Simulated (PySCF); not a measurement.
All values below come from PySCF with PBE-D3(BJ)/def2-TZVP // PBE0-D4/def2-SVP. Isolated molecules, 0 K electronic values unless said otherwise. One relaxed conformer stands for a flexible species; it need not be the lowest. Excitations are Tamm–Dancoff values on a coarser integration grid. The basis has no diffuse functions, so Rydberg states are missing or too high.

Reference species (SMILES): `C1[C@]2(B)C[C@@H]([C@H](C2)C=O)C1` (neutral, multiplicity 1).

The S1 excitation (TDA) comes out as 3.66 eV and the S1–T1 gap (TDA) comes out as 0.10 eV.

Changed species: `B[C@]1(C=O)[C@H]2CC[C@@H]1CC2`.

Predict the effect on the S1 excitation (TDA) and S1–T1 gap (TDA).

the S1 excitation (TDA) falls by 0.60 eV, to 3.06 eV; the S1–T1 gap (TDA) goes up by 0.16 eV, to 0.26 eV.
